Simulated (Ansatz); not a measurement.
Geometry optimisation of `C[Se][GeH2][Cl]`.

```yaml
crystal:
  periodic: [false, false, false]
  atoms:
    - {symbol: C, position_ang: [-0.857567, 1.234977, 0.595894]}
    - {symbol: Se, position_ang: [0.417990, 1.171576, -0.915560]}
    - {symbol: Ge, position_ang: [0.810622, -1.141516, -0.779024]}
    - {symbol: Cl, position_ang: [1.610492, -1.631267, 1.206476]}
    - {symbol: H, position_ang: [-0.390215, 0.789438, 1.493850]}
    - {symbol: H, position_ang: [-1.797761, 0.710596, 0.340440]}
    - {symbol: H, position_ang: [-1.066811, 2.306008, 0.778367]}
    - {symbol: H, position_ang: [1.864979, -1.527140, -1.846024]}
    - {symbol: H, position_ang: [-0.503229, -1.959072, -0.891419]}
basis:
  gaussian: {orbitals: def2-TZVP}
hamiltonian: {xc: pbe0, dispersion: d4}
relax: {f_tol: 0.005, max_steps: 150}
```

```sh
$ ansatz run in.yaml --threads 4 --pin off --events-out ev --progress --plain --max-ram 10444MiB
```

Shortened log:

```
Functional definition: PBE0
mean field -135491.40628290 eV, -4979.2173415229 hartree, gradient 2.6e-5 eV, S^2 0.000000; 0 other end points of the search recorded, 0 dependent functions left out
relax step   1: F+E_penalty+E_count = -135491.61251551 eV  Δ(F+E_penalty+E_count) = +0.000e0 eV  max|allowed force component| = 5.649e-1 eV/Å  Δτ_max = 0.0000 Å  (29 SCF iters, accepted)
mean field -135491.43991890 eV, -4979.2185776231 hartree, gradient 5.7e-6 eV, S^2 0.000000; 0 other end points of the search recorded, 0 dependent functions left out
relax step   2: F+E_penalty+E_count = -135491.64764232 eV  Δ(F+E_penalty+E_count) = -3.513e-2 eV  max|allowed force component| = 1.668e-1 eV/Å  Δτ_max = 0.0423 Å  (33 SCF iters, accepted)
mean field -135491.44221112 eV, -4979.2186618608 hartree, gradient 5.4e-6 eV, S^2 0.000000; 0 other end points of the search recorded, 0 dependent functions left out
relax step   3: F+E_penalty+E_count = -135491.65032069 eV  Δ(F+E_penalty+E_count) = -2.678e-3 eV  max|allowed force component| = 5.386e-2 eV/Å  Δτ_max = 0.0299 Å  (33 SCF iters, accepted)
mean field -135491.44347209 eV, -4979.2187082002 hartree, gradient 5.4e-6 eV, S^2 0.000000; 0 other end points of the search recorded, 0 dependent functions left out
relax step   4: F+E_penalty+E_count = -135491.65116344 eV  Δ(F+E_penalty+E_count) = -8.427e-4 eV  max|allowed force component| = 1.697e-2 eV/Å  Δτ_max = 0.0156 Å  (34 SCF iters, accepted)
mean field -135491.44381101 eV, -4979.2187206556 hartree, gradient 5.4e-6 eV, S^2 0.000000; 0 other end points of the search recorded, 0 dependent functions left out
relax step   5: F+E_penalty+E_count = -135491.65136269 eV  Δ(F+E_penalty+E_count) = -1.993e-4 eV  max|allowed force component| = 1.453e-2 eV/Å  Δτ_max = 0.0096 Å  (34 SCF iters, accepted)
mean field -135491.44483299 eV, -4979.2187582126 hartree, gradient 5.5e-6 eV, S^2 0.000000; 0 other end points of the search recorded, 0 dependent functions left out
relax step   6: F+E_penalty+E_count = -135491.65169043 eV  Δ(F+E_penalty+E_count) = -3.277e-4 eV  max|allowed force component| = 2.919e-2 eV/Å  Δτ_max = 0.0404 Å  (31 SCF iters, accepted)
mean field -135491.44486395 eV, -4979.2187593502 hartree, gradient 5.4e-6 eV, S^2 0.000000; 0 other end points of the search recorded, 0 dependent functions left out
relax step   7: F+E_penalty+E_count = -135491.65175625 eV  Δ(F+E_penalty+E_count) = -6.582e-5 eV  max|allowed force component| = 3.012e-2 eV/Å  Δτ_max = 0.0131 Å  (33 SCF iters, accepted)
mean field -135491.44488010 eV, -4979.2187599438 hartree, gradient 5.4e-6 eV, S^2 0.000000; 0 other end points of the search recorded, 0 dependent functions left out
relax step   8: F+E_penalty+E_count = -135491.65185557 eV  Δ(F+E_penalty+E_count) = -9.932e-5 eV  max|allowed force component| = 3.077e-2 eV/Å  Δτ_max = 0.0191 Å  (32 SCF iters, accepted)
mean field -135491.44496072 eV, -4979.2187629065 hartree, gradient 5.4e-6 eV, S^2 0.000000; 0 other end points of the search recorded, 0 dependent functions left out
relax step   9: F+E_penalty+E_count = -135491.65191692 eV  Δ(F+E_penalty+E_count) = -6.135e-5 eV  max|allowed force component| = 5.129e-3 eV/Å  Δτ_max = 0.0062 Å  (34 SCF iters, accepted)
mean field -135491.44498563 eV, -4979.2187638219 hartree, gradient 5.4e-6 eV, S^2 0.000000; 0 other end points of the search recorded, 0 dependent functions left out
relax step  10: F+E_penalty+E_count = -135491.65192004 eV  Δ(F+E_penalty+E_count) = -3.124e-6 eV  max|allowed force component| = 2.567e-3 eV/Å  Δτ_max = 0.0019 Å  (35 SCF iters, accepted)
mean field -135491.44498563 eV, -4979.2187638219 hartree, gradient 5.4e-6 eV, S^2 0.000000; 1 other end points of the search recorded, 0 dependent functions left out
Total energy: -135491.65195096 eV, -4979.2263696577 hartree
Atom 0 at    -0.854360     1.233367     0.595431 Å, force     0.000610     0.002567     0.000038 eV/Å
Atom 1 at     0.460195     1.165408    -0.852184 Å, force    -0.000428    -0.000552     0.000145 eV/Å
Atom 2 at     0.807761    -1.132382    -0.768241 Å, force     0.000433    -0.000160    -0.000550 eV/Å
Atom 3 at     1.631772    -1.687038     1.155232 Å, force     0.000044    -0.000234     0.000049 eV/Å
Atom 4 at    -0.407900     0.866590     1.517137 Å, force    -0.000859    -0.001507    -0.000115 eV/Å
Atom 5 at    -1.737980     0.654533     0.334413 Å, force     0.000467    -0.000009     0.000778 eV/Å
Atom 6 at    -1.124212     2.281738     0.710037 Å, force    -0.000461    -0.000351    -0.000634 eV/Å
Atom 7 at     1.827218    -1.521244    -1.843340 Å, force    -0.000055    -0.000058    -0.000031 eV/Å
Atom 8 at    -0.513993    -1.907373    -0.865485 Å, force     0.000249     0.000304     0.000319 eV/Å
Dipole moment:    -0.339424     0.080494    -0.126577 e Å
```

Run time 34 s (4 threads of an INTEL XEON PLATINUM 8581C on a shared host); peak host memory 0.69 GiB.
